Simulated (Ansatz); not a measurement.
Z-matrix (Å, degrees):
```
C
Zr 1 2.190
H 1 1.096 2 111.9
H 1 1.097 2 110.4 3 -120.3
H 1 1.097 2 110.3 3 120.3
C 2 2.190 1 104.3 3 -179.7
Cl 2 2.343 1 108.6 3 -64.1
Cl 2 2.343 1 108.6 3 64.7
H 6 1.097 2 110.3 1 -59.0
H 6 1.096 2 111.9 1 -179.2
H 6 1.097 2 110.4 1 60.5
```

The species carries charge 0 and has multiplicity 1. Zr: def2 effective core potential.

(1) List the B3LYP/def2-TZVPP orbital energies in eV (Ansatz 0.2.0). (Best estimate.)

Answers

(1) Computed: Occupied: -2762.35, -2762.35, -276.35, -276.35, -257.11, -257.11, -196.06, -196.06, -196.03, -196.03, -196.03, -196.03, -58.75, -35.38, -35.21, -35.07, -21.98, -21.81, -18.72, -18.60, -11.39, -11.33, -11.22, -11.06, -10.37, -10.00, -9.54, -9.34, -9.32, -9.05, -8.01, -7.92. Lowest empty: -2.07, -2.02, -1.28, -0.85, -0.58, -0.45, 0.54, 0.59.

B3LYP here is the variant with VWN-RPA as its local correlation; programs differ in this.
